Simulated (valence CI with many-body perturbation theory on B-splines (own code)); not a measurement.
E1 line list for Cd³²⁺

Computed by configuration interaction combined with many-body perturbation theory (CI+MBPT): six valence electrons over a frozen Dirac-Fock core [Ne], radial functions for each j: 9 s, 9 p, 8 d, 6 f, 3 g, 1 h, with the one-electron correlation potential Σ1 (screened to all orders), the two-electron term Σ2, the three-electron term Σ3, Breit, model QED; selected single and double excitations, second order for the rest, scaled by the run's own slope (own B-spline code, finite nucleus).

The last digits are not significant, and no measured levels were compared; by estimate large intervals hold to a few tenths of a per cent, small ones and those within an open d or f shell to about a per cent. Among the levels kept, up to 1500 cm⁻¹ of a level comes from second order outside the variational space, and about a tenth of that is noise between levels of different J, which matters for small intervals.

Lines 51 to 90 of 90 in falling wavelength, among levels below 1760700 cm⁻¹, chosen from the strongest by gf and those to the six lowest levels. Wavelengths and rates use the calculated energies. Electric multipoles are in the length gauge, E1 and E2 with the static RPA response of the core. Weak lines are less certain than strong ones. Lines between different terms over intervals too small for the method are left out, as are lines whose strength nearly cancels. The highest levels of a list are the least certain.

Levels are named by their leading jj configuration (3d3/2^4 stands for four electrons in 3d with j = 3/2), which in mixed levels can hold well under half, so a name can repeat and another be missing. Letters in brackets count levels of one name in rising energy.

| λ vac (nm) | Upper | Lower | A (s⁻¹) | S (a.u.) |
| --- | --- | --- | --- | --- |
| 7.952 | (3s^2 3p1/2 3p3/2^2 3d5/2) J=3 [b] | (3s^2 3p1/2 3p3/2^3) J=2 | 2.62e+09 | 4.55e-03 |
| 7.919 | (3s^2 3p1/2 3p3/2^2 3d3/2) J=2 [c] | (3s^2 3p1/2 3p3/2^3) J=1 | 2.28e+10 | 2.79e-02 |
| 7.891 | (3s^2 3p1/2 3p3/2^2 3d3/2) J=1 [b] | (3s^2 3p1/2 3p3/2^3) J=2 | 2.71e+08 | 1.97e-04 |
| 7.882 | (3s^2 3p1/2^2 3p3/2 3d5/2) J=3 | (3s^2 3p1/2^2 3p3/2^2) J=2 | 5.10e+10 | 8.63e-02 |
| 7.857 | (3s^2 3p1/2 3p3/2^2 3d5/2) J=2 [b] | (3s^2 3p1/2 3p3/2^3) J=2 | 3.86e+10 | 4.62e-02 |
| 7.847 | (3s^2 3p1/2 3p3/2^2 3d5/2) J=2 [a] | (3s^2 3p1/2 3p3/2^3) J=1 | 3.75e+05 | 4.47e-07 |
| 7.822 | (3s^2 3p1/2 3p3/2^2 3d5/2) J=0 [b] | (3s^2 3p1/2 3p3/2^3) J=1 | 7.07e+10 | 1.67e-02 |
| 7.735 | (3s^2 3p1/2 3p3/2^2 3d3/2) J=1 [a] | (3s^2 3p1/2^2 3p3/2^2) J=0 | 1.03e+10 | 7.03e-03 |
| 7.685 | (3s^2 3p1/2 3p3/2^2 3d5/2) J=3 [c] | (3s^2 3p1/2 3p3/2^3) J=2 | 6.63e+10 | 1.04e-01 |
| 7.597 | (3s^2 3p1/2 3p3/2^2 3d3/2) J=1 [b] | (3s^2 3p1/2 3p3/2^3) J=1 | 4.88e+10 | 3.17e-02 |
| 7.572 | (3s^2 3p1/2 3p3/2^2 3d3/2) J=1 [c] | (3s^2 3p1/2 3p3/2^3) J=2 | 6.00e+10 | 3.86e-02 |
| 7.564 | (3s^2 3p1/2 3p3/2^2 3d5/2) J=2 [b] | (3s^2 3p1/2 3p3/2^3) J=1 | 3.14e+10 | 3.36e-02 |
| 7.533 | (3s^2 3p1/2^2 3p3/2 3d5/2) J=1 | (3s^2 3p1/2^2 3p3/2^2) J=2 | 2.38e+07 | 1.51e-05 |
| 7.336 | (3s^2 3p1/2 3p3/2^2 3d5/2) J=2 [c] | (3s^2 3p1/2 3p3/2^3) J=2 | 1.15e+11 | 1.12e-01 |
| 7.318 | (3s^2 3p1/2 3p3/2^2 3d5/2) J=1 [c] | (3s^2 3p1/2 3p3/2^3) J=2 | 2.36e+11 | 1.37e-01 |
| 7.300 | (3s^2 3p1/2 3p3/2^2 3d3/2) J=1 [c] | (3s^2 3p1/2 3p3/2^3) J=1 | 3.28e+09 | 1.89e-03 |
| 7.270 | (3s^2 3p1/2 3p3/2^2 3d5/2) J=1 [a] | (3s^2 3p1/2^2 3p3/2^2) J=0 | 6.23e+09 | 3.55e-03 |
| 7.258 | (3s^2 3p1/2 3p3/2^2 3d3/2) J=1 [a] | (3s^2 3p1/2^2 3p3/2^2) J=2 | 3.61e+09 | 2.04e-03 |
| 7.256 | (3s^2 3p1/2 3p3/2^2 3d3/2) J=2 [a] | (3s^2 3p1/2^2 3p3/2^2) J=2 | 3.81e+09 | 3.59e-03 |
| 7.105 | (3s^2 3p1/2 3p3/2^2 3d3/2) J=3 [a] | (3s^2 3p1/2^2 3p3/2^2) J=2 | 3.47e+09 | 4.30e-03 |
| 7.081 | (3s^2 3p1/2 3p3/2^2 3d5/2) J=2 [c] | (3s^2 3p1/2 3p3/2^3) J=1 | 1.97e+11 | 1.72e-01 |
| 7.064 | (3s^2 3p1/2 3p3/2^2 3d5/2) J=1 [c] | (3s^2 3p1/2 3p3/2^3) J=1 | 6.11e+10 | 3.19e-02 |
| 6.883 | (3s^2 3p1/2 3p3/2^2 3d5/2) J=3 [a] | (3s^2 3p1/2^2 3p3/2^2) J=2 | 3.34e+09 | 3.77e-03 |
| 6.847 | (3s^2 3p1/2 3p3/2^2 3d5/2) J=1 [a] | (3s^2 3p1/2^2 3p3/2^2) J=2 | 2.77e+09 | 1.32e-03 |
| 6.657 | (3s^2 3p1/2 3p3/2^2 3d5/2) J=1 [b] | (3s^2 3p1/2^2 3p3/2^2) J=0 | 7.57e+08 | 3.31e-04 |
| 6.626 | (3s^2 3p1/2 3p3/2^2 3d3/2) J=2 [b] | (3s^2 3p1/2^2 3p3/2^2) J=2 | 2.83e+10 | 2.03e-02 |
| 6.352 | (3s^2 3p1/2 3p3/2^2 3d3/2) J=1 [b] | (3s^2 3p1/2^2 3p3/2^2) J=0 | 1.02e+11 | 3.86e-02 |
| 6.301 | (3s^2 3p1/2 3p3/2^2 3d5/2) J=1 [b] | (3s^2 3p1/2^2 3p3/2^2) J=2 | 2.30e+11 | 8.53e-02 |
| 6.228 | (3s^2 3p1/2 3p3/2^2 3d3/2) J=2 [c] | (3s^2 3p1/2^2 3p3/2^2) J=2 | 3.40e+11 | 2.02e-01 |
| 6.213 | (3s^2 3p1/2 3p3/2^2 3d3/2) J=3 [b] | (3s^2 3p1/2^2 3p3/2^2) J=2 | 3.83e+11 | 3.17e-01 |
| 6.183 | (3s^2 3p1/2 3p3/2^2 3d5/2) J=2 [a] | (3s^2 3p1/2^2 3p3/2^2) J=2 | 3.71e+10 | 2.16e-02 |
| 6.144 | (3s^2 3p1/2 3p3/2^2 3d3/2) J=1 [c] | (3s^2 3p1/2^2 3p3/2^2) J=0 | 3.15e+11 | 1.08e-01 |
| 6.062 | (3s^2 3p1/2 3p3/2^2 3d5/2) J=3 [b] | (3s^2 3p1/2^2 3p3/2^2) J=2 | 1.72e+09 | 1.32e-03 |
| 6.027 | (3s^2 3p1/2 3p3/2^2 3d3/2) J=1 [b] | (3s^2 3p1/2^2 3p3/2^2) J=2 | 2.89e+11 | 9.38e-02 |
| 6.007 | (3s^2 3p1/2 3p3/2^2 3d5/2) J=2 [b] | (3s^2 3p1/2^2 3p3/2^2) J=2 | 8.04e+10 | 4.30e-02 |
| 5.975 | (3s^2 3p1/2 3p3/2^2 3d5/2) J=1 [c] | (3s^2 3p1/2^2 3p3/2^2) J=0 | 5.30e+10 | 1.68e-02 |
| 5.906 | (3s^2 3p1/2 3p3/2^2 3d5/2) J=3 [c] | (3s^2 3p1/2^2 3p3/2^2) J=2 | 5.81e+10 | 4.14e-02 |
| 5.839 | (3s^2 3p1/2 3p3/2^2 3d3/2) J=1 [c] | (3s^2 3p1/2^2 3p3/2^2) J=2 | 7.72e+09 | 2.28e-03 |
| 5.698 | (3s^2 3p1/2 3p3/2^2 3d5/2) J=2 [c] | (3s^2 3p1/2^2 3p3/2^2) J=2 | 1.64e+10 | 7.51e-03 |
| 5.687 | (3s^2 3p1/2 3p3/2^2 3d5/2) J=1 [c] | (3s^2 3p1/2^2 3p3/2^2) J=2 | 1.28e+08 | 3.50e-05 |
